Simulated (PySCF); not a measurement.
**Indirect couplings**

Cartesian coordinates in Å; atom numbers follow the order of the lines, from 1:
```xyz
12

B    -0.2489    0.4441   -0.9672
Br   -1.8150    1.6326   -1.1930
Br    0.8238    0.1160   -2.5975
N    -0.6427   -0.9121   -0.2423
B     0.2698   -0.4586    0.9749
Br    1.8360   -1.6463    1.1986
Br   -0.8019   -0.1323    2.6067
N     0.6612    0.8987    0.2507
H    -0.3245   -1.7562   -0.7196
H    -1.6343   -0.9992   -0.0172
H     1.6533    0.9896    0.0285
H     0.3387    1.7407    0.7284
```

Method: B3LYP/pcJ-1 (pcSseg-1 on Br) (spin–dipole term only in couplings to heteroatoms)//PBE0-D3(BJ)/def2-SVP, PySCF; isolated molecule, single conformer, non-relativistic. Couplings are averaged over pairs made equivalent by symmetry, fast rotation or ring inversion, so a value needn't be that of the named pair in this geometry, while other rotamers aren't included; one pair stands for each set, and the list holds those of at least 1.5 Hz over up to four bonds.

Isotopes: 15N, 1H, 11B.

| pair | bonds | J (Hz) |
| --- | --- | --- |
| B1, N4 | 1 | -10.9 |
| N4, H9 | 1 | -78.1 |
| B1, B5 | 2 | ? |
| B1, H9 | 2 | -3.1 |
| N4, N8 | 2 | ? |
| H9, H10 | 2 | -11.5 |
| N4, H11 | 3 | -1.8 |

Estimate the withheld couplings, with signs.

Results:


- 2J(B1,B5) = -6.2 Hz (angle at N4 88°)
- 2J(N4,N8) = 5.4 Hz (angle at B1 92°)

Relativistic effects of the heavier atoms present are left out.
